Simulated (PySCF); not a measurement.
PySCF input (CCSD(T)/cc-pVDZ):

```python
from pyscf import gto, scf, mp, cc as ccmod

mol = gto.M(
    atom='''
    Si    0.12238160   -0.03851117   -0.02483464
    O     1.53146133   -0.48192189   -0.31077621
    F    -0.69871585   -0.24613641    1.29774620
    F    -0.85295447    0.73441769   -0.98286902
    ''',
    basis='cc-pvdz',
    charge=0,
    spin=0,
    verbose=4,
)

mf = scf.RHF(mol)
mf.conv_tol = 1e-10
mf.max_cycle = 100
mf.kernel()
mp2 = mp.MP2(mf, frozen=8).run()
cc = ccmod.CCSD(mf, frozen=8)
cc.max_cycle = 100
cc.kernel()
et = cc.ccsd_t()
print(f'E(CCSD(T)) = {cc.e_tot + et:.9f}')
```

Output:

```
PySCF version 2.14.0

[INPUT] verbose = 4
[INPUT] num. atoms = 4
[INPUT] num. electrons = 40
[INPUT] charge = 0
[INPUT] spin (= nelec alpha-beta = 2S) = 0
[INPUT] symmetry False subgroup None
[INPUT] Mole.unit = angstrom
[INPUT] Symbol           X                Y                Z      unit          X                Y                Z       unit  Magmom
[INPUT]  1 Si     0.122381600000  -0.038511170000  -0.024834640000 AA    0.231267706686  -0.072775564037  -0.046930668002 Bohr   0.0
[INPUT]  2 O      1.531461330000  -0.481921890000  -0.310776210000 AA    2.894042484062  -0.910700385533  -0.587281922930 Bohr   0.0
[INPUT]  3 F     -0.698715850000  -0.246136410000   1.297746200000 AA   -1.320381595393  -0.465130404184   2.452384897195 Bohr   0.0
[INPUT]  4 F     -0.852954470000   0.734417690000  -0.982869020000 AA   -1.611850345024   1.387848295136  -1.857353264120 Bohr   0.0

nuclear repulsion = 169.144654573412
number of shells = 20
number of NR pGTOs = 119
number of NR cGTOs = 60
basis = cc-pvdz
ecp = {}

******** <class 'pyscf.scf.hf.RHF'> ********
method = RHF
initial guess = minao
damping factor = 0
level_shift factor = 0
DIIS = <class 'pyscf.scf.diis.CDIIS'>
diis_start_cycle = 1
diis_space = 8
diis_damp = 0
SCF conv_tol = 1e-10
SCF conv_tol_grad = None
SCF max_cycles = 100
direct_scf = True
direct_scf_tol = 1e-13
Set gradient conv threshold to 1e-05
Initial guess from minao.
init E= -562.99185896158
  HOMO = -0.51192838565268  LUMO = -0.048067874956117  gap/eV = 12.62229
cycle= 1 E= -562.613267302877  delta_E= 0.379  |g|= 0.864  |ddm|= 1.85
  HOMO = -0.374627700629517  LUMO = 0.0481653999763383  gap/eV = 11.50479
cycle= 2 E= -562.683985443948  delta_E= -0.0707  |g|= 0.66  |ddm|= 1.02
  HOMO = -0.513965834402197  LUMO = 0.0607641496454789  gap/eV = 15.63920
cycle= 3 E= -562.765890614144  delta_E= -0.0819  |g|= 0.0749  |ddm|= 0.411
  HOMO = -0.49049838889412  LUMO = 0.0708197470423517  gap/eV = 15.27424
cycle= 4 E= -562.767094233894  delta_E= -0.0012  |g|= 0.0247  |ddm|= 0.0513
  HOMO = -0.49214268272507  LUMO = 0.0730715690206534  gap/eV = 15.38026
cycle= 5 E= -562.767277731677  delta_E= -0.000183  |g|= 0.00657  |ddm|= 0.0229
  HOMO = -0.491417317899583  LUMO = 0.0723942404367772  gap/eV = 15.34209
cycle= 6 E= -562.76731219695  delta_E= -3.45e-05  |g|= 0.00289  |ddm|= 0.0105
  HOMO = -0.490665672247131  LUMO = 0.0722002793770509  gap/eV = 15.31636
cycle= 7 E= -562.767322608663  delta_E= -1.04e-05  |g|= 0.000629  |ddm|= 0.00836
  HOMO = -0.490573707048117  LUMO = 0.0721962759633499  gap/eV = 15.31375
cycle= 8 E= -562.767323031244  delta_E= -4.23e-07  |g|= 0.000135  |ddm|= 0.00171
  HOMO = -0.490545466491833  LUMO = 0.0722005788566067  gap/eV = 15.31310
cycle= 9 E= -562.767323043986  delta_E= -1.27e-08  |g|= 3.19e-05  |ddm|= 0.000258
  HOMO = -0.490544102320793  LUMO = 0.072197920297616  gap/eV = 15.31299
cycle= 10 E= -562.767323044754  delta_E= -7.68e-10  |g|= 7.15e-06  |ddm|= 5.75e-05
  HOMO = -0.490543212173252  LUMO = 0.0721986132978527  gap/eV = 15.31299
cycle= 11 E= -562.767323044797  delta_E= -4.3e-11  |g|= 2.18e-06  |ddm|= 1.37e-05
  HOMO = -0.490542925361285  LUMO = 0.0721987529597472  gap/eV = 15.31298
Extra cycle  E= -562.767323044804  delta_E= -6.93e-12  |g|= 1.17e-06  |ddm|= 2.97e-06
converged SCF energy = -562.767323044804

******** <class 'pyscf.mp.mp2.RMP2'> ********
nocc = 12, nmo = 52
frozen orbitals 8
E(RMP2) = -563.418247489982  E_corr = -0.650924445177421
E(SCS-RMP2) = -563.392337811734  E_corr = -0.62501476692999
E_corr(same-spin) = -0.180109116095672
E_corr(oppo-spin) = -0.470815329081749

******** <class 'pyscf.cc.ccsd.CCSD'> ********
CC2 = 0
CCSD nocc = 12, nmo = 52
frozen orbitals 8
max_cycle = 100
direct = 0
conv_tol = 1e-07
conv_tol_normt = 1e-05
diis_space = 6
diis_start_cycle = 0
diis_start_energy_diff = 1e+09
Init t2, MP2 energy = -563.418247464365  E_corr(MP2) -0.650924419560941
Init E_corr(CCSD) = -0.650924419561556
cycle = 1  E_corr(CCSD) = -0.631271666568251  dE = 0.019652753  norm(t1,t2) = 0.0793958
cycle = 2  E_corr(CCSD) = -0.650230721236105  dE = -0.0189590547  norm(t1,t2) = 0.0285147
cycle = 3  E_corr(CCSD) = -0.648923963547172  dE = 0.00130675769  norm(t1,t2) = 0.0179881
cycle = 4  E_corr(CCSD) = -0.651128022107175  dE = -0.00220405856  norm(t1,t2) = 0.00589695
cycle = 5  E_corr(CCSD) = -0.651334812044006  dE = -0.000206789937  norm(t1,t2) = 0.00132583
cycle = 6  E_corr(CCSD) = -0.651230016113976  dE = 0.00010479593  norm(t1,t2) = 0.000453795
cycle = 7  E_corr(CCSD) = -0.651206174141327  dE = 2.38419726e-05  norm(t1,t2) = 0.00013916
cycle = 8  E_corr(CCSD) = -0.651211075828291  dE = -4.90168696e-06  norm(t1,t2) = 5.51859e-05
cycle = 9  E_corr(CCSD) = -0.651214528537962  dE = -3.45270967e-06  norm(t1,t2) = 2.40032e-05
cycle = 10  E_corr(CCSD) = -0.651213576488943  dE = 9.52049019e-07  norm(t1,t2) = 4.79005e-06
cycle = 11  E_corr(CCSD) = -0.651213630351431  dE = -5.38624874e-08  norm(t1,t2) = 1.63347e-06
CCSD converged
E(CCSD) = -563.4185366751558  E_corr = -0.6512136303514307
CCSD(T) correction = -0.0145343302208688
E(CCSD(T)) = -563.433071005
```
